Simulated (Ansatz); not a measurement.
`[CH3][AlH][SiH2][SbH2]` + `N=C=O` → `[CH3][AlH][N]=C=O` + `[SiH3][SbH2]` at 700 K and 1 bar (cleavage of the Al–Si bond).

Computed with Ansatz on PBE0-D4/def2-TZVP structures; ΔE is electronic, products minus reactants. CBS: MP2 limit from def2 TZ/QZ plus the TZ coupled-cluster correction, frozen cores. This one scheme is used for every species. def2 core potentials past Kr. For Sb outer-core shells are correlated without core-valence functions, which leaves a few kJ/mol of doubt a bond. Each species was taken in one conformer, which may not be the lowest.

| species | CCSD(T)/CBS energy (Eh) | H − E (kJ/mol) | S (J/(mol·K)) |
| --- | --- | --- | --- |
| `[CH3][AlH][SiH2][SbH2]` | -813.96923 | 289.9 | 541.6 |
| `N=C=O` | -168.51995 | 89.3 | 283.6 |
| `[CH3][AlH][N]=C=O` | -450.45557 | 219.4 | 473.1 |
| `[SiH3][SbH2]` | -532.08095 | 155.2 | 388.5 |

H − E and S are ideal-gas, rigid-rotor, harmonic terms from PBE0-D4/def2-TZVP, for one conformer and one mirror image of each species. 1 Eh = 2625.50 kJ/mol, R = 8.31446 J/(mol·K).

Problem. By hand: ΔE, ΔH, ΔS and ΔG.

Solution. ΔE = (-450.45557) + (-532.08095) − (-813.96923) − (-168.51995) = -0.04734 Eh = -124.3 kJ/mol. Δ(H − E) = 219.4 + 155.2 − 289.9 − 89.3 = -4.6, so ΔH = -128.9 kJ/mol. ΔS = 473.1 + 388.5 − 541.6 − 283.6 = 36.4 J/(mol·K). ΔG = -128.9 − 700 × (36.4)/1000 = -154.4 kJ/mol.

Problem. By hand: the equilibrium constant, and the temperature at which ΔG would vanish if ΔH and ΔS stayed fixed.

Solution. log₁₀ K = −ΔG/(RT ln 10) = 11.5. ΔH and −TΔS have one sign here, so there is no such temperature.

ΔH outweighs TΔS. A doubt of 5 kJ/mol in ΔE shifts log₁₀ K by 0.4 here. Other conformers and mirror images would add mixing entropy, several J/(mol·K) or more a flexible species. Modes under 60 cm⁻¹, often nearly free rotors, make the harmonic entropy too high. These are equilibria of isolated gas molecules and say nothing of rates. Largest T1 diagnostic: 0.018 (customary marks: 0.02 for closed shells, 0.045 for open ones).
